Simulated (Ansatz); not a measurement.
One change: `[CH3][Al]([CH3])[SeH]` becomes `[CH3][Al]([OH])[SeH]`.

Ansatz, PBE0-D4/def2-TZVP geometries, multiplicity 1. Each molecule was computed in one conformer, which needn't be the lowest.

Scalar relativity is left out up to krypton.

```csv
property,`[CH3][Al]([CH3])[SeH]`
HOMO energy (PBE0/def2-TZVPP) / eV,-7.08
LUMO energy (PBE0/def2-TZVPP) / eV,-0.56
size of the dipole moment (B3LYP/def2-TZVPP) / D,1.61
LUMO energy (ωB97M-V/def2-TZVPP) / eV,1.04
size of the dipole moment (ωB97M-V/def2-TZVPP) / D,1.70
HOMO–LUMO gap (B3LYP/def2-TZVPP) / eV,6.08
```

Give the same properties after the change, and the shifts. (Estimate.)

The calculation gave: 
```csv
property,`[CH3][Al]([OH])[SeH]`,shift
HOMO energy (PBE0/def2-TZVPP) / eV,-7.19,-0.11
LUMO energy (PBE0/def2-TZVPP) / eV,-0.23,0.33
size of the dipole moment (B3LYP/def2-TZVPP) / D,0.65,-0.96
LUMO energy (ωB97M-V/def2-TZVPP) / eV,1.27,0.23
size of the dipole moment (ωB97M-V/def2-TZVPP) / D,0.71,-0.99
HOMO–LUMO gap (B3LYP/def2-TZVPP) / eV,6.41,0.33
```

With PBE0 the HOMO falls by 0.11 eV and the LUMO rises by 0.33 eV, so the gap widens by about 0.44 eV. PBE moves the HOMO by -0.08 eV and ωB97M-V by -0.12 eV. Dipoles are sizes alone; their direction can turn.

B3LYP here is the variant with VWN-RPA as its local correlation; programs differ in this.

Spin–orbit coupling is left out; it splits and shifts lone-pair levels of the heavy atoms by tenths of an eV.
